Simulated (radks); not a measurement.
Species: C2+. Configuration: [He] 2s2 (the NIST ground configuration).

All-electron calculation, non-relativistic Kohn-Sham, r2SCAN, spin-polarised, spherical densities, point nucleus; meta-GGA in the generalised Kohn-Sham scheme. Program: a radial shooting solver on a logarithmic mesh with Libxc functionals.

Energy parts (eV):
total: -992.870
kinetic: 990.644
electron-nucleus: -2191.400
Hartree: 327.354
exchange-correlation: -119.469

Orbitals (lengths in bohr, moments of r in powers of bohr; <r^-3> diverges for s and p1/2):
orbital	occ.	eigenvalue (eV)	<r^-3>	<r^2>	<1/r>	<r>
1s	2	-312.3207	-	0.09793	5.663	0.2691
2s	2	-40.6680	-	2.196	1.048	1.367

The highest occupied level is 2s at -40.668 eV. Summed over all electrons, <r^2> = 4.588 bohr^2, which gives a Langevin (diamagnetic) susceptibility term of -3.63 x 10^-6 cm^3/mol.
